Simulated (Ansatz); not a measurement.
Program: Ansatz. Geometries: PBE0-D4/def2-TZVP. ΔE: electronic, gas phase. CBS: MP2 limit from def2 TZ/QZ plus the TZ coupled-cluster correction, frozen cores. Functionals use def2-TZVPP. def2 core potentials past Kr. For In outer-core shells are correlated without core-valence functions, which leaves a few kJ/mol of doubt a bond. One conformer a species, not always the lowest.

Reaction (formal exchange of groups at a C–O bond): `CC[O][In]([CH3])[Cl]` + `C=CCCCCCCCC` → `C=CCCCCCCCCCC` + `[CH3][In]([OH])[Cl]`

```
             level  ΔE (kJ/mol)
            PBE-D4        -38.6
           PBE0-D4        -42.6
               PBE        -36.7
SCS-MP2/def2-TZVPP        -44.9
CCSD(T)/def2-TZVPP        -43.7
     HF/def2-QZVPP        -34.6
SCS-MP2/def2-QZVPP        -46.1
      HF/CBS(def2)        -34.6
```

Q: What does CCSD(T)/CBS give? (Estimate.)

A: Ansatz gave: -45.5 kJ/mol. The listed levels differ from it by 6.9, 2.9, 8.8, 0.6, 1.8, 10.9, -0.6, 10.9 kJ/mol.

Largest T1 diagnostic among the species: 0.014.

From PBE to PBE0 (25 % exact exchange), in def2-TZVPP and without D4, ΔE moves by −4.1 kJ/mol. In def2-TZVPP, CCSD(T) changes the Hartree–Fock value by −9.2 kJ/mol (the triples alone add +0.1 kJ/mol) and MP2 by −15.0 kJ/mol.
